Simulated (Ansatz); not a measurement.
`C[Si]1(C)C=CC=C1C1=CC=C[Si]1(C)C` with charge -1, relaxed as a doublet with UKS PBE-D4/def2-SVP in Ansatz, starting from the PBE-D4/def2-SVP geometry of the neutral singlet. Force threshold 0.03 eV/Å.

The highest occupied level of the relaxed charge -1 doublet lies above zero (up to 1.18 eV). By energy differences its removal costs 0.80 eV (each at its own geometry, to the charge 0 singlet, at PBE-D4/def2-SVP); self-interaction error and the lack of diffuse functions both raise the level. The relaxation made no stability test and no search for a lower SCF solution.

Start:

```xyz
32

C    -2.229   -1.393    2.271
Si   -0.389   -1.526    1.850
C     0.687   -0.903    3.277
C     0.113   -3.228    1.215
C     0.532   -3.065   -0.078
C     0.498   -1.708   -0.636
C     0.046   -0.693    0.186
C    -0.053    0.692   -0.189
C    -0.506    1.706    0.633
C    -0.534    3.064    0.077
C    -0.109    3.229   -1.214
Si    0.390    1.527   -1.850
C     2.231    1.385   -2.264
C    -0.683    0.912   -3.282
H    -2.479   -1.994    3.170
H    -2.847   -1.759    1.426
H    -2.513   -0.339    2.471
H     0.503   -1.486    4.203
H     0.473    0.164    3.494
H     1.761   -0.992    3.017
H     0.109   -4.214    1.703
H     0.888   -3.899   -0.709
H     0.828   -1.534   -1.676
H    -0.841    1.532    1.672
H    -0.892    3.898    0.707
H    -0.101    4.216   -1.700
H     2.846    1.753   -1.418
H     2.487    1.980   -3.165
H     2.511    0.329   -2.458
H    -1.758    0.999   -3.024
H    -0.498    1.502   -4.204
H    -0.470   -0.153   -3.506
```

Q: Estimate the energy that the relaxation releases and the steps that it takes.

A: 0.17 eV, in 4 steps; 37 s on 4 threads of Arm Neoverse V1 on a shared host. No frequencies were taken in this run, so the end may be a saddle point.

Q: Does the start keep its bonding and symmetry?

A: By distances, no bond broke or formed. The bond that changes most is C6–C7, from 1.38 to 1.42 Å (atoms count from 1). Point group C2h at the start, C2h at the end, both within 0.05 Å.

Q: Predict the relaxed structure.

A: 
```xyz
32

C    -2.2089   -1.3709    2.2938
Si   -0.3708   -1.5456    1.8031
C     0.6519   -0.8944    3.2797
C     0.1199   -3.2378    1.1958
C     0.5446   -3.0534   -0.1210
C     0.5183   -1.7289   -0.6814
C     0.0544   -0.6871    0.1598
C    -0.0607    0.6861   -0.1620
C    -0.5246    1.7279    0.6793
C    -0.5471    3.0530    0.1201
C    -0.1195    3.2379   -1.1957
Si    0.3702    1.5456   -1.8033
C     2.2100    1.3670   -2.2865
C    -0.6478    0.8992   -3.2852
H    -2.4442   -1.9518    3.2118
H    -2.8545   -1.7451    1.4737
H    -2.4707   -0.3074    2.4767
H     0.4418   -1.4683    4.2081
H     0.4302    0.1764    3.4730
H     1.7342   -0.9838    3.0562
H     0.1183   -4.2286    1.6746
H     0.9009   -3.8963   -0.7468
H     0.8485   -1.5522   -1.7213
H    -0.8573    1.5508    1.7182
H    -0.9034    3.8959    0.7460
H    -0.1164    4.2289   -1.6740
H     2.8528    1.7413   -1.4643
H     2.4504    1.9458   -3.2044
H     2.4704    0.3026   -2.4663
H    -1.7308    0.9880   -3.0651
H    -0.4344    1.4763   -4.2109
H    -0.4256   -0.1709   -3.4818
```
Bond lengths: 8 × C–Si 1.86 to 1.91 Å; 7 × C–C 1.40 to 1.44 Å; 18 × C–H 1.10 to 1.11 Å.
